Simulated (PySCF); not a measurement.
# GeBi: frontier orbitals

BHandHLYP at R = 2.533 Å; basis Ge cc-pVDZ-PP with ECP10, Bi cc-pVDZ-PP with ECP60; scalar-relativistic core potentials; PySCF 2.14. State: ²Π (doublet), unpaired electrons π ↑. Only the outer orbitals are listed, counted within each symmetry, core potentials removing the inner ones.

| spin | orbital | occ. | ε (eV) | on Ge (%) | main shells (%) |
| --- | --- | --- | --- | --- | --- |
| α | 7σ | 1 | -18.26 | 22 | 76 Bi s, 18 Ge s |
| α | 8σ | 1 | -13.54 | 73 | 72 Ge s, 19 Bi s |
| α | 5π | 1 | -7.03 | 27 | 73 Bi p, 26 Ge p |
| α | 9σ | 1 | -6.95 | 50 | 48 Bi p, 44 Ge p |
| α | 5π | 1 | -6.46 | 26 | 74 Bi p, 25 Ge p |
| α | 6π | 0 | -1.78 | 73 | 73 Ge p, 26 Bi p |
| α | 6π | 0 | -1.29 | 74 | 74 Ge p, 25 Bi p |
| α | 10σ | 0 | 1.25 | 55 | 57 Ge p, 50 Bi p |
| β | 7σ | 1 | -17.40 | 29 | 69 Bi s, 25 Ge s |
| β | 8σ | 1 | -13.34 | 68 | 66 Ge s, 25 Bi s |
| β | 9σ | 1 | -6.79 | 52 | 46 Ge p, 46 Bi p |
| β | 5π | 1 | -6.20 | 50 | 49 Bi p, 49 Ge p |
| β | 5π | 0 | -3.12 | 45 | 55 Bi p, 44 Ge p |
| β | 6π | 0 | -1.37 | 50 | 50 Ge p, 49 Bi p |
| β | 6π | 0 | -0.84 | 55 | 55 Ge p, 44 Bi p |

Problem. Which are the highest filled and the lowest empty level, where do they sit, and how wide is the gap?

Solution. Highest filled β 5π at -6.20 eV (in %: 49 Bi p, 49 Ge p); lowest empty β 5π at -3.12 eV (in %: 55 Bi p, 44 Ge p); the gap at BHandHLYP is 3.08 eV. Both belong to one degenerate shell, split only by its one-sided filling, so this is no excitation gap.

The bond order (Mayer) is 2.25. The ⟨S²⟩ is 0.810, the charge on Ge (Mulliken, basis-dependent) is 0.03 and the charge on Ge (Löwdin, basis-dependent) is -0.03. The dipole moment (positive dipole means Ge(−)Bi(+)) is -0.21 D.

Spin–orbit coupling is left out, which matters for elements this heavy, above all for dissociation energies. The state was picked by a PBE0 search and need not be the measured ground state.
